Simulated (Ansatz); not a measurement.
C2H3FSi, SMILES `C=C[Si]F` (lower singlet; C–C–Si–F torsion 180°) (charge 0, multiplicity 1). This singlet lies 1.77 eV below the relaxed triplet at the level B3LYP/cc-pVTZ // PBE0-D3(BJ)/def2-TZVP (Ansatz, a program for electronic structure).

The numbers are results of Ansatz with HSE06/cc-pVTZ // PBE0-D3(BJ)/def2-TZVP, not measurements.

Ansatz 0.2 input:
```yaml
crystal:
  periodic: [false, false, false]
  atoms:
    - { symbol: C, position_ang: [-1.154065, 0.047265, -0.128316] }
    - { symbol: C, position_ang: [0.089665, -0.153578, 0.319332] }
    - { symbol: Si, position_ang: [1.443105, 0.418998, -0.838245] }
    - { symbol: F, position_ang: [2.753233, 0.023322, 0.027017] }
    - { symbol: H, position_ang: [-2.046383, -0.229919, 0.427107] }
    - { symbol: H, position_ang: [-1.32875, 0.511652, -1.098909] }
    - { symbol: H, position_ang: [0.243197, -0.617739, 1.292013] }
basis:
  gaussian: { orbitals: cc-pVTZ }
hamiltonian:
  xc: hse06
```

Output:

```
Functional definition: HSE06
956 factors; their error is unknown
81 factors; integrals over basis functions are off by at most 4.9e-7 eV
mean field evaluation 1: about -12703.1492 eV, gradient 5.7e1 eV
mean field evaluation 2: about -12691.6437 eV, gradient 8.6e1 eV
mean field evaluation 4: about -12709.9934 eV, gradient 6.9e0 eV
mean field evaluation 8: about -12710.1072 eV, gradient 2.0e-1 eV
mean field evaluation 16: about -12710.1365 eV, gradient 2.3e-5 eV
mean field -12710.13652492 eV, -467.0889020509 hartree, gradient 2.3e-5 eV, S^2 0.000000; 0 other end points of the search recorded, 0 dependent functions left out
reference -12710.13655555 eV, -467.0889031764 hartree; 19, 19 occupied and 147, 147 virtual orbitals, 956 factors
Total energy: -12710.13655555 eV, -467.0889031764 hartree
```
